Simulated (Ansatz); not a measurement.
Species: ZrOCl, charge 0, multiplicity 2. SMILES: [Zr]([Cl])=[O]
Geometry from a B3LYP-D3(BJ)/def2-TZVP (Ansatz, an electronic-structure program) optimisation:
```
Zr
O 1 1.7353
Cl 1 2.3693 2 109.90
```
Charge 0, spin multiplicity 2.

Quantity: vertical electron affinity to the singlet, in eV. Set-up: six Cartesian d functions in 6-31G* and its kin unless marked 5d; STO-3G and 3-21G all-electron and non-relativistic; spin-orbit terms left out; def2 sets with scalar-relativistic core potentials past Kr; dispersion terms only where a functional's name holds one; each state is the SCF solution reached for its charge and spin; valence correlation only (noble-gas shells and the d and f shells of earlier blocks); LANL2DZ with its own core potentials from Na on; UHF or UKS for open shells. First-principles rows: single points at B3LYP-D3(BJ) geometries (Ansatz). A UHF reference is markedly spin-contaminated in at least one set, which strains HF and MP2.

```
level                              program  vertical electron affinity to the singlet (eV)
---------------------------------  -------  ----------------------------------------------
HF/6-31G* with LANL2DZ past Ar      Ansatz                                            0.62
PBE/6-31G* with LANL2DZ past Ar     Ansatz                                            1.25
B3LYP/STO-3G                        Ansatz                                           -2.78
B3LYP/3-21G                         Ansatz                                            1.16
B3LYP/6-31G* with LANL2DZ past Ar   Ansatz                                            1.39
MP2/6-31G* with LANL2DZ past Ar     Ansatz                                            1.03
wB97X-V/def2-TZVPD                  Ansatz                                            1.42
```

No value to compare with is used here. The 6 habitual levels span -2.78 (B3LYP/STO-3G) to 1.39 eV (B3LYP/6-31G* with LANL2DZ past Ar); wB97X-V/def2-TZVPD gives 1.42.

The levels are drawn from those run, B3LYP/6-31G* more often than the rest, none by its result; left out are runs that failed, that the program found above a lower state of the same kind, or whose <S^2> lies over 0.5 above the pure value.
